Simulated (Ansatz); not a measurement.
`O[Si]1(S)C[SiH2]1`, relaxed with RKS PBE-D4/def2-SVP in the Gaussian-basis code of Ansatz from a rough embedded geometry. The force threshold is 0.03 eV/Å; the program also tests the step.

Total charge 0; spin multiplicity 1.

Start:

```xyz
11

O    -1.587   -1.239    1.023
Si   -0.796   -0.003    0.356
S    -1.992    1.174   -0.904
C     0.668   -0.432   -0.539
Si    1.345    0.454    0.854
H    -2.369   -1.608    0.432
H    -1.024    1.977   -1.382
H     0.894   -1.522   -0.553
H     0.820   -0.066   -1.501
H     1.933    1.716    0.433
H     2.108   -0.453    1.784
```

(1) How much energy does the relaxation release, and in how many steps? (An estimate is asked.)

(2) Which bonds change most? (An estimate is asked.)

(3) Give the relaxed structure. (Best estimate.)

Answers

(1) Ansatz gave: 96.76 kJ/mol, in 18 steps, 3 of them rejected.

(2) The calculation gave: C4–Si5 from 1.785 to 1.956 Å; Si2–C4 from 1.769 to 1.894 Å; O1–H6 from 1.048 to 0.975 Å; O1–Si2 from 1.612 to 1.680 Å.

(3) Ansatz gave: 
```xyz
11

O    -1.683   -1.159    0.979
Si   -0.730    0.046    0.300
S    -1.809    1.711   -0.555
C     0.806   -0.457   -0.688
Si    1.394    0.391    0.974
H    -2.431   -1.437    0.419
H    -1.795    1.196   -1.820
H     1.019   -1.545   -0.703
H     1.057    0.017   -1.655
H     2.026    1.745    0.836
H     2.145   -0.508    1.912
```
